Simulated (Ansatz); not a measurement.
`C/C(O)=[N]\[AlH2]` + H₂ → `[AlH3]` + `CC(=N)O`  (hydrogenolysis of the Al–N bond)

Calculated with Ansatz (gas phase, PBE0-D4/def2-TZVP geometries, no zero-point term in ΔE). CBS: MP2 limit from def2 TZ/QZ plus the TZ coupled-cluster correction, frozen cores. This one scheme is used for every species. Each species was taken in one conformer, which may not be the lowest.

`C/C(O)=[N]\[AlH2]`:

Cartesian coordinates in Å:
```
C 0.618 1.560 -0.438
C 0.426 0.078 -0.511
O 1.155 -0.439 -1.529
N -0.291 -0.621 0.232
Al -1.342 -1.415 1.369
H 0.312 2.019 -1.381
H 0.038 1.977 0.381
H 1.677 1.789 -0.297
H 0.991 -1.391 -1.526
H -2.867 -1.593 0.984
H -0.716 -1.964 2.715
```

H₂:

Z-matrix (Å, degrees):
```
H
H 1 0.746
```

`[AlH3]`:

```xyz
4

Al    0.000    0.000    0.000
H    -0.671   -0.637   -1.288
H     0.470    1.515   -0.018
H     0.202   -0.877    1.305
```

`CC(=N)O`:

```xyz
9

C     0.238   -0.316    0.964
C    -0.160    0.120   -0.407
N     0.551    0.619   -1.324
O    -1.474   -0.075   -0.621
H    -0.332    0.241    1.711
H     0.002   -1.374    1.100
H     1.302   -0.159    1.133
H     1.518    0.712   -1.033
H    -1.646    0.231   -1.522
```

```json
{"species": "`C/C(O)=[N]\\[AlH2]`", "CCSD(T)/CBS(def2) energy (Eh)": "-451.62191"}
{"species": "H₂", "CCSD(T)/CBS(def2) energy (Eh)": "-1.17544"}
{"species": "`[AlH3]`", "CCSD(T)/CBS(def2) energy (Eh)": "-243.78045"}
{"species": "`CC(=N)O`", "CCSD(T)/CBS(def2) energy (Eh)": "-208.98810"}
```

Q: Work out ΔE.

A: ΔE = (-243.78045) + (-208.98810) − (-451.62191) − (-1.17544) = 0.02880 Eh = +0.78 eV.

Largest T1 diagnostic among the species: 0.014.

In def2-TZVPP, CCSD(T) changes the Hartree–Fock value by +0.19 eV (the triples alone add +0.05 eV) and MP2 by +0.29 eV. The D4 term adds +0.08 eV with B3LYP and +0.04 eV with PBE0; it sums over pairs of atoms, weighted by their polarisabilities, and B3LYP, whose exchange is more repulsive, gets the larger term. From PBE to PBE0 (25 % exact exchange), in def2-TZVPP and without D4, ΔE moves by −0.06 eV.

B3LYP here is the variant with VWN-RPA as its local correlation; programs differ in this.
